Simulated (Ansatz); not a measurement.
Consider the isomerisation: `[SiH3]C#CS` → `C1=CS[SiH2]1`.

Calculated with Ansatz (gas phase, PBE0-D4/def2-TZVP geometries, no zero-point term in ΔE). CCSD(T)/CBS adds triple-zeta CCSD(T) − MP2 to the extrapolated MP2 energy (def2 sets, frozen cores). Functionals use def2-TZVPP. One conformer a species, not always the lowest.

**Question.** Is it downhill or uphill in electronic energy at CCSD(T)/CBS, and by how much? (Best estimate.)

**Answer.** Ansatz gave: Downhill: ΔE = -129.5 kJ/mol.

**Question.** What do these levels give: r2SCAN0-D4, revPBE, r2SCAN, CAM-B3LYP, LC-ωPBE, MP2/def2-TZVPP? (Estimate.)

**Answer.** The calculation gave: r2SCAN0-D4 -141.5, revPBE -126.1, r2SCAN -133.0, CAM-B3LYP -118.1, LC-ωPBE -145.8, MP2/def2-TZVPP -124.2 kJ/mol.

Largest T1 diagnostic among the species: 0.013.

From BLYP to BHLYP (50 % exact exchange), in def2-TZVPP and without D4, ΔE moves by −19.1 kJ/mol. The D4 term adds −6.8 kJ/mol with B3LYP and −3.1 kJ/mol with PBE0; it sums over pairs of atoms, weighted by their polarisabilities, and B3LYP, whose exchange is more repulsive, gets the larger term. At CCSD(T), def2-SVP lies +18.4 kJ/mol from the extrapolated value and def2-TZVPP +5.9 kJ/mol.

B3LYP here is the variant with VWN-RPA as its local correlation; programs differ in this.
